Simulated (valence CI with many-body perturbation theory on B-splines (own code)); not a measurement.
Which ion has this spectrum?

A relativistic CI+MBPT calculation for an atom or ion with 31 electrons gives these levels (Ry):

```csv
J,Parity,E,g
1/2,odd,0.000,0.66
1/2,even,7.686,2.17
3/2,odd,8.925,1.33
3/2,even,15.568,1.65
5/2,even,16.226,1.35
3/2,even,17.151,0.98
1/2,even,17.330,1.25
3/2,even,21.546,0.81
5/2,even,23.172,1.24
3/2,odd,24.840,1.32
5/2,even,25.120,1.39
1/2,even,26.248,1.91
3/2,even,26.521,1.20
3/2,odd,27.596,0.50
```

The energies are calculated, and their last digits are not significant.

Question: Which is it?
A. W43+
B. Re44+
C. Os45+
D. Ir46+

Answer: D. Ir46+, ground level (4s^2 4p1/2) J=1/2.
